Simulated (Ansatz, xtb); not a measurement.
Relative energy of two isomers of C4H5ClO2

Structure X: `C/C(=C/Cl)C(=O)O`, a singlet. Structure Y: `C=C(Cl)C(=O)OC`, a singlet. Both are isolated molecules in the gas phase, relaxed with r2SCAN-D4/def2-SVP; the shapes shown needn't be the lowest conformers.

X (Å):

```yaml
atoms:
  - { symbol: C, position_ang: [0.0298, 0.5882, 0.8098] }
  - { symbol: C, position_ang: [-0.9274, 0.0542, -0.2189] }
  - { symbol: C, position_ang: [-0.6464, -1.1106, -0.8437] }
  - { symbol: C, position_ang: [-2.1196, 0.9183, -0.4270] }
  - { symbol: Cl, position_ang: [-1.5591, -1.9344, -2.0447] }
  - { symbol: O, position_ang: [-2.2831, 1.9518, 0.1885] }
  - { symbol: O, position_ang: [-3.0010, 0.4782, -1.3410] }
  - { symbol: H, position_ang: [0.8969, -0.0743, 0.9368] }
  - { symbol: H, position_ang: [-0.4773, 0.7076, 1.7801] }
  - { symbol: H, position_ang: [0.3819, 1.5911, 0.5218] }
  - { symbol: H, position_ang: [0.2730, -1.6495, -0.5940] }
  - { symbol: H, position_ang: [-3.7098, 1.1453, -1.3570] }
```

Y (Å):

```xyz
12

C    -2.2397    1.5300   -1.6644
C    -1.6573    0.5517   -0.9583
C    -0.7928    0.8887    0.2194
C     0.5452    0.0796    1.9503
Cl   -1.8700   -1.1245   -1.3629
O    -0.5857    2.0261    0.5772
O    -0.2854   -0.1921    0.8197
H    -2.0650    2.5636   -1.3569
H    -2.8739    1.3132   -2.5255
H    -0.0226    0.6176    2.7240
H     1.4061    0.6976    1.6552
H     0.8773   -0.8965    2.3212
```

Q: Which of the two would you expect CCSD(T)/def2-SVP + ΔMP2/def2-TZVPP electronic energies to favour?

A: Structure X; the calculation gives E(Y) − E(X) = +11.2 kcal/mol.

Level by level:

| level | geometry | E(Y) − E(X) (kcal/mol) | departure from the last row (kcal/mol) | job, with rough time for the two |
| --- | --- | --- | --- | --- |
| GFN2-xTB | GFN2-xTB | +6.1 | −5.0 | optimisation, 0.34 s |
| HF/STO-3G | GFN2-xTB | −0.3 | −11.5 | single point, 0.71 s |
| r2SCAN-D4/def2-SVP//GFN2-xTB | GFN2-xTB | +11.0 | −0.2 | single point, 4.4 s |
| r2SCAN-D4/def2-SVP | r2SCAN-D4/def2-SVP | +11.7 | +0.5 | optimisation, 45 s |
| HF/def2-SVP | r2SCAN-D4/def2-SVP | +8.3 | −2.9 | part of the CCSD(T) run |
| MP2/def2-SVP | r2SCAN-D4/def2-SVP | +12.9 | +1.7 | part of the CCSD(T) run |
| CCSD(T)/def2-SVP | r2SCAN-D4/def2-SVP | +10.9 | −0.2 | single point |
| CCSD(T)/def2-SVP + ΔMP2/def2-TZVPP | r2SCAN-D4/def2-SVP | +11.2 |  | single point, 97 s |

As drawn, Y has 1 C–O, 1 C–H in place of 1 C–C, 1 O–H.

HF/STO-3G finds them nearly level. The largest departure from CCSD(T)/def2-SVP + ΔMP2/def2-TZVPP is that of HF/STO-3G, 11.5 kcal/mol. The last row adds to CCSD(T) the change of the MP2 difference between the two basis sets, here +0.2 kcal/mol.

With thermal terms from frequencies at re-optimised GFN2-xTB minima (ideal gas, soft modes damped towards free rotors, one conformer each, 298.15 K, 1 atm): on the last row, ΔE + ΔZPE = +10.7, ΔH = +10.8, ΔG = +10.4 kcal/mol.

The correlated steps freeze 11 core orbitals. Programs: Ansatz 0.2.0, xtb 6.7.1; the last row on 2 threads of Intel(R) Xeon(R) Processor @ 2.70GHz on a shared host.
